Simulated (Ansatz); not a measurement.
```xyz
28

O    -2.389    0.084   -1.147
Si   -1.870   -1.445   -1.314
O    -0.486   -1.460   -2.162
Si    1.063   -0.989   -2.281
O     1.139    0.632   -2.313
Si    0.829    2.041   -1.568
O    -0.767    2.178   -1.305
Si   -2.105    1.587   -0.601
O    -1.904    1.552    1.009
Si   -1.064    0.990    2.280
O    -1.140   -0.631    2.309
Si   -0.828   -2.041    1.567
O    -1.619   -2.098    0.151
O     0.768   -2.179    1.307
Si    2.105   -1.586    0.602
O     1.902   -1.549   -1.008
O     2.390   -0.085    1.151
Si    1.870    1.444    1.314
O     1.621    2.095   -0.152
O     0.485    1.461    2.161
H    -2.884   -2.226   -2.026
H     1.641   -1.526   -3.515
H     1.277    3.147   -2.417
H    -3.246    2.445   -0.929
H    -1.640    1.525    3.516
H    -1.278   -3.146    2.418
H     3.246   -2.446    0.927
H     2.883    2.227    2.026
```

Total charge 0; spin multiplicity 1.

(1) List the ωB97M-V/def2-TZVPP orbital energies in eV (Ansatz 0.2.0). (An estimate is asked.)

## Answers

(1) The calculation gave: Occupied: -1808.69, -1808.69, -1808.69, -1808.69, -1808.69, -1808.69, -1808.69, -1808.69, -526.52, -526.52, -526.52, -526.52, -526.52, -526.52, -526.52, -526.52, -526.52, -526.52, -526.52, -526.52, -149.51, -149.51, -149.51, -149.51, -149.51, -149.51, -149.51, -149.51, -103.67, -103.66, -103.66, -103.66, -103.66, -103.66, -103.66, -103.66, -103.66, -103.66, -103.66, -103.66, -103.66, -103.66, -103.66, -103.66, -103.60, -103.60, -103.60, -103.60, -103.60, -103.60, -103.60, -103.60, -32.36, -31.82, -31.82, -31.82, -31.22, -31.22, -31.22, -30.62, -30.62, -30.58, -30.58, -30.58, -21.24, -19.97, -19.97, -19.97, -18.75, -18.74, -18.74, -17.05, -17.05, -17.05, -16.77, -16.77, -16.46, -15.55, -15.55, -15.55, -14.94, -14.94, -14.49, -14.49, -14.49, -14.45, -14.45, -14.45, -13.63, -13.10, -13.10, -13.10, -13.08, -13.08, -13.08, -12.78, -12.68, -12.68, -12.33, -12.33, -12.33, -12.26, -12.26, -12.26, -12.11, -12.11, -12.11, -11.50. Lowest empty: 1.48, 2.57, 2.57, 2.57, 2.67, 2.67, 2.67, 3.27.
